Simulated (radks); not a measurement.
Values are calculated unless marked as measured or tabulated.
Question: Excited configurations of Zn+: one electron is placed in a higher orbital outside [Ar] 3d10. The ground configuration is [Ar] 3d10 4s1. Code: a radial shooting solver on a logarithmic mesh with Libxc functionals. Model: Dirac Kohn-Sham, PBEsol, spin-unpolarised, spherical densities, point nucleus; open shells fill j = l - 1/2 first. Excitation = E - E(ground); binding = E(ion) - E, where the ion is the core of charge +2; n* = 2/sqrt(2 binding) in atomic units, and the quantum defect is n - n*.

outer orbital  excitation (eV)  binding (eV)     n*  quantum defect  eigenvalue (eV)  <r> (bohr)
4p1/2                    6.267        12.082  2.122           1.878           -8.718       3.042
4f5/2                   14.916         3.434  3.981           0.019           -2.462       8.924
5p1/2                   12.659         5.690  3.093           1.907           -4.400       6.926
5f5/2                   16.054         2.295  4.870           0.130           -1.759       15.29
6s1/2                   14.338         4.011  3.683           2.317           -3.199       10.46
6p1/2                   15.016         3.333  4.041           1.959           -2.644       12.17
6d3/2                   16.025         2.324  4.839           1.161           -1.830       16.79
6f5/2                   16.718         1.632  5.776           0.224           -1.288       23.04
7p1/2                   16.152         2.197  4.977           2.023           -1.771       18.82
7f5/2                   17.132         1.218  6.685           0.315           -0.978       32.19

Estimate the row for 5s1/2.

Answer: excitation (eV) 11.048; binding (eV) 7.301; n* 2.730; quantum defect 2.270; eigenvalue (eV) -5.727; <r> (bohr) 5.737. The Delta-SCF ionisation energy is 18.349 eV (NIST Atomic Spectra Database: 17.964 eV, measured). Self-interaction in the functional shifts the binding energies and quantum defects, so they are the method's values and not measured ones. Spin polarisation and multiplet splitting are left out, so open shells lie too high by an amount that depends on their filling.

Beside tabulated values, note that spin-unpolarised runs miss the spin-polarisation part of the exchange energy of open shells.
